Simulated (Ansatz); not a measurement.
Relaxation of ClGeH$_{5}$OSn (9 atoms, charge 0, multiplicity 1), to a largest force component of 0.015 eV/Å in at most 40 steps.

All numbers below come from Ansatz 0.2.0, RKS PBE0-D4/def2-SVP.

```xyz
9
Properties=species:S:1:pos:R:3
O 0.233 1.986 -0.953
Ge 0.865 0.743 0.073
Cl 2.565 -0.123 -0.911
Sn -0.845 -1.084 0.456
H -0.130 1.548 -1.791
H 1.290 1.367 1.435
H -1.371 -1.767 -1.079
H -0.206 -2.340 1.461
H -2.311 -0.376 1.293
```

Task: Where does it end, and by what steps?

Result: The forces met the threshold. After 8 steps the energy has fallen by 0.279 eV; H6 moved furthest, 0.21 Å.

```csv
step,energy less start (eV),largest force component (eV/Å),accepted
0,0.0000,2.500,yes
1,-0.0940,2.009,yes
2,-0.2469,0.837,yes
3,-0.1707,1.323,no
4,-0.2711,0.355,yes
5,-0.2761,0.086,yes
6,-0.2777,0.047,yes
7,-0.2784,0.019,yes
8,-0.2785,0.005,yes
```

```xyz
9
Properties=species:S:1:pos:R:3
O 0.234 2.022 -0.973
Ge 0.832 0.752 0.113
Cl 2.537 -0.218 -0.844
Sn -0.922 -1.142 0.499
H -0.051 1.684 -1.830
H 1.365 1.526 1.327
H -1.379 -1.745 -1.037
H -0.223 -2.396 1.427
H -2.305 -0.529 1.301
```

Whether the end is a true minimum wasn't checked by a vibrational analysis.

The run took 51 s on 2 threads of Intel(R) Xeon(R) Platinum 8175M CPU @ 2.50GHz (Skylake/Cascade Lake), with other jobs on the host, peak memory 0.33 GiB.
